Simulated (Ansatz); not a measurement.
Isolated molecules relaxed with PBE0-D4/def2-TZVP in Ansatz; ΔE leaves out vibrations. CCSD(T)/CBS is the MP2 limit (def2-TZVPP, def2-QZVPP) plus CCSD(T) − MP2 in def2-TZVPP, frozen cores. DFT in def2-TZVPP. For Se outer-core shells are correlated without core-valence functions, which leaves a few kJ/mol of doubt a bond. Scalar relativity is left out up to krypton. Each species was taken in one conformer, which may not be the lowest.

Reaction (substitution at a C–Si bond): `O=C[SiH](O)O` + `O=C(S)[SeH]` → `O=C[Se]C(=O)S` + `O[SiH2]O`

Is it downhill or uphill in electronic energy at CCSD(T)/CBS, and by how much? (An estimate is asked.)

Computed: Downhill: ΔE = -2.9 kJ/mol.

What do these levels give: ωB97X-V, B2PLYP, PBE, r2SCANh, RPA@PBE/def2-TZVPP, CCSD/CBS(def2)? (An estimate is asked.)

Ansatz gave: ωB97X-V -0.1, B2PLYP -9.0, PBE -18.8, r2SCANh -12.5, RPA@PBE/def2-TZVPP -5.5, CCSD/CBS(def2) 3.1 kJ/mol.

Largest T1 diagnostic among the species: 0.017.

Leaving LDA and LC-ωPBE aside and taking each functional with its dispersion term where it has one, the values, not all of them listed here, spread over 21.5 kJ/mol, from revPBE-D4 to BHLYP-D4. From PBE to PBE0 (25 % exact exchange), in def2-TZVPP and without D4, ΔE moves by +10.5 kJ/mol.
